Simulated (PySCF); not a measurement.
Gas-phase reaction: 2 B(OCH3)3 + 3 CH3 = 2 B + C3H3 (propargyl) + 6 CH3OH

Method: PySCF energies plus ideal-gas RRHO corrections (1 bar). † marks an energy on the PBE0/def2-TZVP geometry and frequencies; other levels use their own. 6-31G* has spherical d functions here. Open shells (unrestricted): CH3 (multiplicity 2), B (multiplicity 2, electronic degeneracy 6), C3H3 (propargyl) (multiplicity 2); the rest are closed-shell singlets. Spin-orbit splitting is ignored; it lowers the true energy and changes the entropy of B. B3LYP is the form with VWN-RPA correlation. The harmonic model lacks anharmonicity and excited electronic states, which grow with temperature; levels with a mode under 35 cm⁻¹ are left out. Internal rotation in B(OCH3)3, CH3OH is treated as a harmonic vibration of one conformer, which makes the entropy rough. Warning, spin contamination: C3H3 (propargyl) (HF/6-31G*, HF/def2-TZVP†).

| level | ΔE electronic, kJ | ΔH°(298 K), kJ | ΔS°(298 K), J/K | ΔG°(1600 K), kJ |
|---|---|---|---|---|
| B3LYP/6-31G* | 1824 | 1810 | 586 | 908 |
| HF/6-31G* | 1770 | 1761 | 622 | 801 |
| HF/def2-TZVP† | 1647 | 1637 | 609 | 697 |
| PBE0/def2-SVP† | 1827 | 1817 | 609 | 876 |
| LDA/def2-TZVP† | 1859 | 1849 | 609 | 909 |
| ωB97M-V/def2-TZVP† | 1716 | 1706 | 609 | 766 |
ΔH° is lowest at HF/def2-TZVP† and highest at LDA/def2-TZVP†. No reference value is set beside these.
